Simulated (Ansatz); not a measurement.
One change: `CB(S)Br` becomes `[CH3][Ga]([SH])[Br]`.

Ansatz, PBE0-D4/def2-TZVP geometries, multiplicity 1. Each molecule was computed in one conformer, which needn't be the lowest.

Scalar relativity is left out up to krypton.

| property | `CB(S)Br` |
| --- | --- |
| HOMO–LUMO gap (ωB97M-V/def2-TZVPP) / eV | 11.15 |
| HOMO energy (ωB97M-V/def2-TZVPP) / eV | -10.13 |
| HOMO energy (PBE0/def2-TZVPP) / eV | -7.99 |
| LUMO energy (PBE0/def2-TZVPP) / eV | -1.01 |
| HOMO energy (PBE/def2-TZVPP) / eV | -6.80 |
| HOMO–LUMO gap (B3LYP/def2-TZVPP) / eV | 6.55 |

**Question.** What does the change do to each property? (An estimate is asked.)

**Answer.** The calculation gave: 
| property | `[CH3][Ga]([SH])[Br]` | shift |
| --- | --- | --- |
| HOMO–LUMO gap (ωB97M-V/def2-TZVPP) / eV | 10.65 | -0.50 |
| HOMO energy (ωB97M-V/def2-TZVPP) / eV | -9.98 | 0.15 |
| HOMO energy (PBE0/def2-TZVPP) / eV | -7.80 | 0.19 |
| LUMO energy (PBE0/def2-TZVPP) / eV | -1.05 | -0.04 |
| HOMO energy (PBE/def2-TZVPP) / eV | -6.59 | 0.21 |
| HOMO–LUMO gap (B3LYP/def2-TZVPP) / eV | 6.25 | -0.30 |

B3LYP here is the variant with VWN-RPA as its local correlation; programs differ in this.

Spin–orbit coupling is left out; it splits and shifts lone-pair levels of the heavy atoms by tenths of an eV.
